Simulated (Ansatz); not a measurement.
`[F][In]([Cl])[GeH3]` + `[SiH3][SeH]` → `[SiH3][Se][GeH3]` + `[F][InH][Cl]` at 400 K and 1 bar (cleavage of the Ge–In bond).

Computed with Ansatz on PBE0-D4/def2-TZVP structures; ΔE is electronic, products minus reactants. CCSD(T)/CBS is the MP2 limit (def2-TZVPP, def2-QZVPP) plus CCSD(T) − MP2 in def2-TZVPP, frozen cores. def2 core potentials past Kr. For Ge, In, Se outer-core shells are correlated without core-valence functions, which leaves a few kJ/mol of doubt a bond. Scalar relativity is left out up to krypton.

```json
{"species": "`[F][In]([Cl])[GeH3]`", "CCSD(T)/CBS energy (Eh)": "-2827.39267", "H − E (kJ/mol)": "102.1", "S (J/(mol·K))": "431.0"}
{"species": "`[SiH3][SeH]`", "CCSD(T)/CBS energy (Eh)": "-2692.20088", "H − E (kJ/mol)": "107.1", "S (J/(mol·K))": "307.6"}
{"species": "`[SiH3][Se][GeH3]`", "CCSD(T)/CBS energy (Eh)": "-4769.53721", "H − E (kJ/mol)": "162.2", "S (J/(mol·K))": "400.1"}
{"species": "`[F][InH][Cl]`", "CCSD(T)/CBS energy (Eh)": "-750.05448", "H − E (kJ/mol)": "44.4", "S (J/(mol·K))": "327.9"}
```

H − E and S are ideal-gas, rigid-rotor, harmonic terms from PBE0-D4/def2-TZVP, for one conformer and one mirror image of each species. 1 Eh = 2625.50 kJ/mol, R = 8.31446 J/(mol·K).

**Question.** By hand: ΔE, ΔH, ΔS and ΔG.

**Answer.** ΔE = (-4769.53721) + (-750.05448) − (-2827.39267) − (-2692.20088) = 0.00186 Eh = 4.9 kJ/mol. Δ(H − E) = 162.2 + 44.4 − 102.1 − 107.1 = -2.6, so ΔH = 2.3 kJ/mol. ΔS = 400.1 + 327.9 − 431.0 − 307.6 = -10.6 J/(mol·K). ΔG = 2.3 − 400 × (-10.6)/1000 = 6.5 kJ/mol.

**Question.** By hand: the equilibrium constant, and the temperature at which ΔG would vanish if ΔH and ΔS stayed fixed.

**Answer.** log₁₀ K = −ΔG/(RT ln 10) = -0.8. ΔH and −TΔS have one sign here, so there is no such temperature. One of them is within its doubt of zero, so this could turn.

TΔS isn't small against ΔH here. A doubt of 5 kJ/mol in ΔE shifts log₁₀ K by 0.7 here. Other conformers and mirror images would add mixing entropy, several J/(mol·K) or more a flexible species. Modes under 60 cm⁻¹, often nearly free rotors, make the harmonic entropy too high. These are equilibria of isolated gas molecules and say nothing of rates. Largest T1 diagnostic: 0.015 (customary marks: 0.02 for closed shells, 0.045 for open ones).
